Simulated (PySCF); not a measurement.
# A small calculation by hand: entropy of an ideal gas

C4H4N, SMILES [nH]1c[c]cc1, multiplicity 2.

Geometry: PBE0-D3(BJ)/def2-SVP. The isomer is the one that the SMILES or the coordinates give; other isomers of the formula were not compared.

PBE0-D3(BJ)/def2-SVP in PySCF gives the harmonic wavenumbers 511, 567, 649, 676, 757, 855, 856, 888, 1042, 1078, 1161, 1211, 1243, 1426, 1483, 1516, 1563, 3270, 3288, 3296, 3695 cm⁻¹ and the rotational temperatures 0.4939, 0.4300, 0.2299 K. The molar mass is 66.08 g/mol, the symmetry number 1, the spin multiplicity 2.

Question: Work out the entropy at 298.15 K and 1 atm in the rigid-rotor, harmonic-oscillator model.

Answer: 
Translation (Sackur–Tetrode at 1 atm): S = R[1.5 ln M + 2.5 ln T − 1.16487] = 161.0 J/(mol K).
Rotation: q = (√π/σ) T^1.5/√(θA θB θC) = 41300, S = R[ln q + 3/2] = 100.8 J/(mol K).
Vibration: with u = 1.4388 ν/T, each mode gives R[u/(e^u − 1) − ln(1 − e^−u)]:
```
ν (cm⁻¹)  modes     u  S (J/(mol K))
--------  -----  ----  -------------
511           1  2.47           2.64
567           1  2.74           2.13
649           1  3.13           1.56
676           1  3.26           1.41
757           1  3.65           1.03
855           1  4.13           0.70
856           1  4.13           0.70
888           1  4.29           0.61
1042          1  5.03           0.33
1078          1  5.20           0.29
1161          1  5.60           0.20
1211          1  5.84           0.17
1243          1  6.00           0.14
1426          1  6.88           0.07
1483          1  7.16           0.05
1516          1  7.32           0.05
1563          1  7.54           0.04
```
The stiffer modes add less than 0.005 each. Sum 12.1 J/(mol K).
Spin: R ln 2 = 5.8 J/(mol K).
Total 279.7 J/(mol K); the program's own thermochemistry gives 279.7. Translation makes up 58 % and vibration 4 %. Anharmonicity, hindered rotation and orbital degeneracy are left out.
